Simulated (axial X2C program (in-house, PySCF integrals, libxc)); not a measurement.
# Worked dissociation energy of WSi: B97-3, scalar-relativistic

Calculated with an in-house relativistic program for diatomic molecules. Spin-free means the one-electron spin-free X2C Hamiltonian. Basis: W dyall-v3z [13s14p9d7f2g], Si dyall-v3z [8s7p2d1f] (cores contracted in-house); Gaussian nuclei, density fitting, unrestricted open shells. Masses: W 183.951 u, Si 27.977 u.

Molecular state: M_S = 2, Λ = 1 (beyond evenly filled blocks: σα, π+α, π+β, π-α, δ+α, δ-α).

| Property | Result |
| --- | --- |
| E(W) (2M_S = 4, M_L = 0) | -16143.216359 hartree |
| E(Si) (2M_S = 2, M_L = 0) | -289.954591 hartree |
| E(WSi) at Re | -16433.287260 hartree |
| ωe | 387.7 cm⁻¹ |
| ωexe | 1.83 cm⁻¹ |

Task: Work out De and D0.

Result: De = -16143.216359 + (-289.954591) − (-16433.287260) = 0.11631 hartree = 3.165 eV. The zero-point energy is ωe/2 − ωexe/4 = 193 cm⁻¹ = 0.024 eV, so D0 = 3.141 eV.

The state is one determinant whose occupation by symmetry is held fixed; it was picked as the lowest of a PBE0 search that is not exhaustive. De is counted from the lowest determinant-based energies of the atoms at the same level, without counterpoise correction. Other states lie close and PBE0, whose exact exchange favours high spin, may order them wrongly; the determinant shown need not be the ground state. The nearest other spin-free determinant of the search, M_S = 2, Λ = 0, lies 0.46 eV up at the distance of the search. Without a current term, density functionals place determinants with orbital angular momentum somewhat too high. The determinant is spin-polarised beyond a pure state at some levels (its spin-free form has ⟨S²⟩ too high), which makes Re and μ there less reliable.

Each atomic determinant is the lowest at this level and need not be a pure term. Totals compare only within one Hamiltonian and basis.
